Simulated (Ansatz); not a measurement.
Conformers of F2H3O3Ta (`[OH][Ta]([OH])([OH])([F])[F]`), each relaxed with PBE0-D4/def2-TZVP in Ansatz. CBS adds the triple-zeta coupled-cluster correction to the MP2 limit.

Elements past krypton have def2 core potentials. Outer-core shells of Ta are correlated without core-valence functions. Spin–orbit coupling is left out.

Not all of them had a frequency check.

Conformer A:

Cartesian coordinates in Å:
```
O 1.185 -0.287 1.293
Ta -0.192 0.221 0.080
O -1.184 -1.319 0.438
O -0.017 -0.222 -1.763
F -1.543 1.396 0.636
F 0.886 1.759 -0.311
H 1.968 0.264 1.371
H -1.614 -2.156 0.590
H 0.512 0.343 -2.333
```

Conformer B:

Cartesian coordinates in Å:
```
O 1.392 -0.970 -0.490
Ta 0.022 0.248 -0.044
O -0.440 0.677 -1.833
O 0.037 -0.138 1.828
F -1.756 -0.433 0.055
F 0.691 1.967 0.272
H 1.856 -1.481 0.178
H -1.196 0.613 -2.414
H -0.605 -0.482 2.447
```

Task: Which is lowest in electronic energy at CCSD(T)/CBS (frozen core, def2 sets), and by how much? (Best estimate.)

Result: The calculation gave: A; B lies 13.6 kJ/mol higher.

Task: Give the energies relative to A (kJ/mol) with B2PLYP/def2-TZVPP, HF/def2-TZVPP, MP2/def2-TZVPP, SCS-MP2/def2-TZVPP, CCSD/def2-TZVPP, CCSD(T)/def2-TZVPP, HF/CBS(def2). (An estimate is asked.)

Result: Computed: 
```json
{"level": "B2PLYP/def2-TZVPP", "B": "11.5"}
{"level": "HF/def2-TZVPP", "B": "15.4"}
{"level": "MP2/def2-TZVPP", "B": "13.8"}
{"level": "SCS-MP2/def2-TZVPP", "B": "13.9"}
{"level": "CCSD/def2-TZVPP", "B": "14.2"}
{"level": "CCSD(T)/def2-TZVPP", "B": "13.5"}
{"level": "HF/CBS(def2)", "B": "15.6"}
```
